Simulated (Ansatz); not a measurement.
```xyz
3

Cl    0.0037    0.0093   -2.0974
Zn   -0.0048    0.0080    0.0036
Cl    0.0014   -0.0078    2.1031
```

Basis set: def2-TZVP (spherical functions). Frozen core: 15 orbitals. Charge 0, multiplicity 1.

Computed with Ansatz (development build ahead of 0.2.0); each method stands on the lowest determinant of its kind that the runs found. Restricted open shells among the atoms or ions are ROHF, correlated in semicanonical orbitals with singles.

Task: Give the atomization energy at this shape (free ground-state atoms in the same class of orbitals less the molecule, no zero-point energy) of singlet ZnCl2 by RHF-MP2, RHF.

Result:

| method | atomization energy |
| --- | --- |
| RHF-MP2 | 664.6 kJ/mol |
| RHF | 534.5 kJ/mol |
